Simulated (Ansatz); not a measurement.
CH6O3SSi, singlet, at a GFN2-xTB geometry; B3LYP/pcseg-1 in Ansatz (a first-principles code).

Ansatz was given this input:
Ansatz 0.2 input:
```yaml
crystal:
  periodic: [false, false, false]
  atoms:
    - {symbol: C, position_ang: [2.18599247, 0.86900674, 0.56240052]}
    - {symbol: O, position_ang: [1.15019850, -0.00242959, 0.93076899]}
    - {symbol: Si, position_ang: [-0.14555729, -0.43880383, 0.06665359]}
    - {symbol: O, position_ang: [-1.08366638, -1.28517511, 1.08096102]}
    - {symbol: O, position_ang: [0.12034902, -1.37278437, -1.22812052]}
    - {symbol: S, position_ang: [-1.05819667, 1.34183734, -0.70784132]}
    - {symbol: H, position_ang: [1.78063870, 1.82037427, 0.21297847]}
    - {symbol: H, position_ang: [2.80326283, 1.03513338, 1.44484742]}
    - {symbol: H, position_ang: [2.79087513, 0.42867449, -0.23232782]}
    - {symbol: H, position_ang: [-1.25183063, -0.95046092, 1.95759810]}
    - {symbol: H, position_ang: [0.15069464, -2.32125943, -1.12837056]}
    - {symbol: H, position_ang: [-1.91569582, 0.73046621, -1.50569395]}
basis:
  gaussian:
    orbitals: pcseg-1.json
hamiltonian:
  xc: b3lyp
```
The basis file holds pcseg-1 in the JSON format of the Basis Set Exchange.

Task: Predict the main parts of the log of this Ansatz run.

Result: 
```
Functional definition: B3LYP
1192 factors; integrals over basis functions are off by at most 1.1e-3 eV
mean field evaluation 1: about -25978.7266 eV, gradient 8.6e1 eV
mean field evaluation 2: about -25962.3280 eV, gradient 1.3e2 eV
mean field evaluation 4: about -25991.8973 eV, gradient 3.8e0 eV
mean field evaluation 8: about -25992.1506 eV, gradient 5.4e-1 eV
mean field evaluation 16: about -25992.1512 eV, gradient 1.5e-4 eV
mean field -25992.15120276 eV, -955.1939385884 hartree, gradient 6.0e-5 eV, S^2 0.000000; 0 other end points of the search recorded, 0 dependent functions left out
reference -25992.15148224 eV, -955.1939488593 hartree; 33, 33 occupied and 89, 89 virtual orbitals, 1192 factors
Total energy: -25992.15148224 eV, -955.1939488593 hartree
```
